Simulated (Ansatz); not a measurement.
Basis-set extrapolation for AlF2O, SMILES `[O][Al]([F])[F]` radical (PBE0-D4/def2-TZVP geometry, frozen core, the Gaussian-basis code of Ansatz). Multiplicity 2, UHF reference.

```
                      def2-TZVPP   def2-QZVPP
                 HF  -515.949906  -515.971327
    MP2 correlation    -0.754145    -0.826743
CCSD(T) correlation    -0.785906      not run
```

Energies in hartree. Use E(X) = E(∞) + A·exp(−7.88·√X) for Hartree–Fock and E(X) = E(∞) + B·X^(−2.97) for correlation, with X = 3 and 4, and add CCSD(T) minus MP2 of the smaller set to the MP2 limit.

Problem. What is the CCSD(T) energy at the basis-set limit?

Solution. HF limit: -515.971327 + (-0.021421) × 0.13774 = -515.97428. MP2 limit: -0.826743 + (-0.072598) × 0.74074 = -0.88052. Higher-order term: -0.785906 − (-0.754145) = -0.03176. Total: -516.88656 hartree, 94.6 kcal/mol below CCSD(T)/def2-TZVPP.
